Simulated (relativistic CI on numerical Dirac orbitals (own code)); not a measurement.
Electric-dipole transitions in Rh¹⁹⁺

Computed by Dirac-Coulomb-Breit CI, KLI orbitals optimised for each configuration, model QED (radiative potential, 1s self-energy scaled to tabulated hydrogen-like ionisation energies), unscaled Slater integrals (own radial code, finite nucleus).

Configuration list (outside the closed core [Ne]): 3s²3p⁶3d⁸, 3s²3p⁵3d⁹, 3s²3p⁴3d¹⁰, 3s3p⁶3d⁹, 3p⁶3d¹⁰, 3s²3p⁶3d⁷4s, 3s3p⁵3d¹⁰, 3s²3p⁶3d⁷4p, 3s²3p⁶3d⁷4d, 3s²3p⁶3d⁷4f, 3s²3p⁶3d⁶4s², 3s²3p⁵3d⁸4s, 3s²3p⁴3d⁹4s, 3s²3p⁶3d⁶4s4p, 3s²3p⁴3d⁹4p, 3s²3p⁵3d⁸4p. Levels of other configurations are missing.

| λ vac (Å) | Lower | Upper | A (s⁻¹) | E lower (eV) | E upper (eV) |
| --- | --- | --- | --- | --- | --- |
| 32.159 | 3s²3p⁶3d⁸ ³F4 [1] | 3s²3p⁶3d⁷4p ³D°3 [98] | 3.31e+11 | 0.000 | 385.540 |
| 32.212 | 3s²3p⁶3d⁸ ³F3 [3] | 3s²3p⁶3d⁷4p ³G°4 [117] | 5.36e+11 | 4.501 | 389.399 |
| 32.231 | 3s²3p⁶3d⁸ ³F4 [1] | 3s²3p⁶3d⁷4p ³G°5 [93] | 4.87e+11 | 0.000 | 384.671 |
| 32.373 | 3s²3p⁶3d⁸ ³F4 [1] | 3s²3p⁶3d⁷4p ³F°4 [85] | 3.56e+11 | 0.000 | 382.992 |
| 32.410 | 3s²3p⁶3d⁸ ³F3 [3] | 3s²3p⁶3d⁷4p ³F°3 [105] | 3.21e+11 | 4.501 | 387.046 |
| 32.495 | 3s²3p⁶3d⁸ ³F4 [1] | 3s²3p⁶3d⁷4p ³F°4 [81] | 2.92e+11 | 0.000 | 381.543 |
| 32.507 | 3s²3p⁶3d⁸ ¹G4 [8] | 3s²3p⁶3d⁷4p ¹G°4 [138] | 9.53e+11 | 13.012 | 394.425 |
| 57.720 | 3s²3p⁶3d⁸ ¹D2 [7] | 3s²3p⁵3d⁹ ¹P°1 [21] | 4.68e+11 | 12.972 | 227.776 |
| 58.678 | 3s²3p⁶3d⁸ ¹G4 [8] | 3s²3p⁵3d⁹ ¹F°3 [20] | 9.69e+11 | 13.012 | 224.309 |
| 59.059 | 3s²3p⁶3d⁸ ³F3 [3] | 3s²3p⁵3d⁹ ³P°2 [19] | 2.80e+11 | 4.501 | 214.432 |
| 60.175 | 3s²3p⁶3d⁸ ³P2 [4] | 3s²3p⁵3d⁹ ³P°2 [19] | 1.62e+11 | 8.392 | 214.432 |
| 61.022 | 3s²3p⁶3d⁸ ³P1 [6] | 3s²3p⁵3d⁹ ³P°2 [19] | 1.86e+11 | 11.254 | 214.432 |
| 62.668 | 3s²3p⁶3d⁸ ¹D2 [7] | 3s²3p⁵3d⁹ ³F°2 [18] | 2.57e+11 | 12.972 | 210.815 |
| 63.230 | 3s²3p⁶3d⁸ ³F4 [1] | 3s²3p⁵3d⁹ ³D°3 [16] | 3.09e+11 | 0.000 | 196.083 |
| 63.770 | 3s²3p⁶3d⁸ ¹D2 [2] | 3s²3p⁵3d⁹ ³D°1 [17] | 4.14e+11 | 4.135 | 198.560 |
| 64.716 | 3s²3p⁶3d⁸ ³F3 [3] | 3s²3p⁵3d⁹ ³D°3 [16] | 1.47e+11 | 4.501 | 196.083 |
| 65.265 | 3s²3p⁵3d⁹ ³F°3 [12] | 3s²3p⁴3d¹⁰ ³P2 [70] | 2.12e+11 | 186.692 | 376.661 |
| 66.183 | 3s²3p⁶3d⁸ ³F3 [3] | 3s²3p⁵3d⁹ ³D°2 [13] | 3.30e+11 | 4.501 | 191.837 |
| 66.411 | 3s²3p⁶3d⁸ ³F4 [1] | 3s²3p⁵3d⁹ ³F°3 [12] | 2.80e+11 | 0.000 | 186.692 |
| 66.972 | 3s²3p⁵3d⁹ ¹F°3 [20] | 3s²3p⁴3d¹⁰ ¹D2 [171] | 1.04e+12 | 224.309 | 409.437 |
| 66.995 | 3s²3p⁵3d⁹ ³P°2 [19] | 3s²3p⁴3d¹⁰ ³P1 [156] | 5.77e+11 | 214.432 | 399.499 |
| 67.082 | 3s²3p⁵3d⁹ ³D°2 [13] | 3s²3p⁴3d¹⁰ ³P2 [70] | 2.10e+11 | 191.837 | 376.661 |
| 67.214 | 3s²3p⁶3d⁸ ³P2 [4] | 3s²3p⁵3d⁹ ³P°1 [14] | 1.96e+11 | 8.392 | 192.853 |
| 68.660 | 3s²3p⁵3d⁹ ³D°3 [16] | 3s²3p⁴3d¹⁰ ³P2 [70] | 5.55e+11 | 196.083 | 376.661 |
| 69.539 | 3s²3p⁶3d⁸ ³F4 [1] | 3s²3p⁵3d⁹ ³F°4 [10] | 1.60e+11 | 0.000 | 178.295 |
| 69.773 | 3s²3p⁶3d⁸ ¹D2 [2] | 3s²3p⁵3d⁹ ¹D°2 [11] | 2.37e+11 | 4.135 | 181.832 |
| 89.103 | 3s²3p⁵3d⁹ ³F°4 [10] | 3s3p⁶3d⁹ ³D3 [22] | 1.77e+11 | 178.295 | 317.443 |
| 93.327 | 3s²3p⁵3d⁹ ³F°3 [12] | 3s3p⁶3d⁹ ³D2 [23] | 1.21e+11 | 186.692 | 319.542 |
| 187.48 | 3s²3p⁶3d⁷4p ⁵F°5 [65] | 3s²3p⁶3d⁷4d ⁵G6 [182] | 4.67e+10 | 371.657 | 437.789 |
| 203.66 | 3s²3p⁶3d⁷4p ⁵F°5 [73] | 3s²3p⁶3d⁷4d ³H6 [186] | 4.94e+10 | 378.496 | 439.373 |
| 205.62 | 3s²3p⁶3d⁷4p ⁵G°6 [74] | 3s²3p⁶3d⁷4d ⁵H7 [185] | 6.22e+10 | 378.719 | 439.018 |
| 205.70 | 3s²3p⁶3d⁷4p ⁵G°5 [86] | 3s²3p⁶3d⁷4d ⁵H6 [200] | 5.93e+10 | 383.149 | 443.422 |
| 271.22 | 3s²3p⁶3d⁷4s ³H6 [43] | 3s²3p⁶3d⁷4p ³H°6 [134] | 1.45e+10 | 347.864 | 393.577 |
| 272.98 | 3s²3p⁶3d⁷4s ³H5 [45] | 3s²3p⁶3d⁷4p ³H°5 [136] | 1.57e+10 | 348.607 | 394.026 |
| 277.16 | 3s²3p⁶3d⁷4s ⁵F5 [26] | 3s²3p⁶3d⁷4p ⁵G°6 [74] | 1.93e+10 | 333.986 | 378.719 |
| 278.64 | 3s²3p⁶3d⁷4s ⁵P3 [34] | 3s²3p⁶3d⁷4p ⁵D°4 [107] | 1.57e+10 | 343.498 | 387.994 |
| 280.53 | 3s²3p⁶3d⁷4s ⁵F4 [29] | 3s²3p⁶3d⁷4p ⁵G°5 [86] | 1.67e+10 | 338.952 | 383.149 |
| 281.44 | 3s²3p⁶3d⁷4s ³G5 [37] | 3s²3p⁶3d⁷4p ³H°6 [110] | 1.77e+10 | 344.450 | 388.503 |
| 282.31 | 3s²3p⁶3d⁷4s ¹G4 [44] | 3s²3p⁶3d⁷4p ³H°5 [129] | 1.65e+10 | 348.389 | 392.306 |
| 283.00 | 3s²3p⁶3d⁷4s ³F3 [32] | 3s²3p⁶3d⁷4p ³G°4 [96] | 1.38e+10 | 341.281 | 385.092 |
| 284.72 | 3s²3p⁶3d⁷4s ³H6 [43] | 3s²3p⁶3d⁷4p ³I°7 [126] | 1.80e+10 | 347.864 | 391.410 |
| 286.19 | 3s²3p⁶3d⁷4s ¹H5 [53] | 3s²3p⁶3d⁷4p ¹I°6 [146] | 1.76e+10 | 352.768 | 396.091 |
| 290.90 | 3s²3p⁶3d⁷4s ⁵F4 [27] | 3s²3p⁶3d⁷4p ⁵F°5 [73] | 9.60e+09 | 335.875 | 378.496 |
| 329.12 | 3s²3p⁶3d⁷4s ⁵F5 [26] | 3s²3p⁶3d⁷4p ⁵F°5 [65] | 6.60e+09 | 333.986 | 371.657 |
| 337.31 | 3s²3p⁶3d⁷4s ⁵F5 [26] | 3s²3p⁶3d⁷4p ⁵D°4 [64] | 8.04e+09 | 333.986 | 370.742 |

Terms are leading LS components. Brackets give the number of a level in order of energy, since labels repeat. The list gives strong lines, with weight on those to low levels, without lines whose two gauges differ by over a factor of 2.5, among the lowest 200 of 1511 levels, so that lines to higher ones, which can be the strongest, are missing. Levels whose partners in the same complex of configurations lie outside the list can be far off, and so can their lines. Rates are taken at the computed energies, electric ones in the length gauge.

At this charge energies of transitions that change n are usually good to better than 1 %, and those within a shell (Δn = 0) to a few per cent. Terms inside the open d or f shell come out 10 to 20 % too wide with unscaled integrals.

LS names give the leading component of a level, which can be under half, so a name can repeat, a term be missing and a line seem to break the LS rules.
